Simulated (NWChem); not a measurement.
GaHF2; SMILES [F][GaH][F]

```xyz
4

Ga     0.0000     0.0000    -0.3135
H      0.0000     0.0000    -1.8636
F     -1.4544     0.0000     0.6553
F      1.4544     0.0000     0.6553
```
Atoms are numbered in this order, from 1.

Program: NWChem. Pople sets run with spherical d functions. Geometry: optimised at B3LYP/6-31G* (spherical d). GIAO values for the isolated, static molecule; σ is the absolute isotropic shielding, δ = σ(reference) − σ with the isolated reference molecule computed at the same levels (19F: trichlorofluoromethane, 1H: tetramethylsilane).

Problem. What does the run give for Hartree-Fock/6-31G*? Quantities: σ Ga1 (ppm); δ H2 (ppm); δ F3 (ppm).

Solution. 
```yaml
"σ Ga1 (ppm)": 1907.8
"δ H2 (ppm)": 6.09
"δ F3 (ppm)": -115.5
```
